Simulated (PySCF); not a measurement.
**Fractional electron number in Cr²⁺ (chromium, charge +2)**

The 3d alpha orbital of [Ar] 3d4 is emptied in steps (occupation f), with all orbitals relaxed, ending at [Ar] 3d3. Computed with PySCF 2.14 in aug-cc-pVDZ (7s6p4d2f, 59 functions), with the non-relativistic Hamiltonian (point nucleus). The exact energy is a straight line in f; departures are measured from the line between the end points of the same method.

| f | r2SCAN0 (eV) |
| --- | --- |
| 1 | 0.000 |
| 0.75 | -0.978 |
| 0.5 | -1.308 |
| 0.25 | -0.984 |
| 0 | 0.000 |

**Question.** For r2SCAN0, how does the orbital energy at f = 1 compare with the removal energy?

**Answer.** −ε = 26.294 eV against a total-energy difference of 31.486 eV. By Janak's theorem ε = ∂E/∂f, so the gap between them reflects the curvature. Along the path −ε is 28.863 (f = 0.75), 31.471 (f = 0.5), 34.101 (f = 0.25) eV.

Reference removal energy between the ground levels: 30.959 ± 0.025 eV (measured; NIST Atomic Spectra Database, ionization energies). The calculation has no spin-orbit coupling. The determinant left behind need not be the lowest term of the ion.
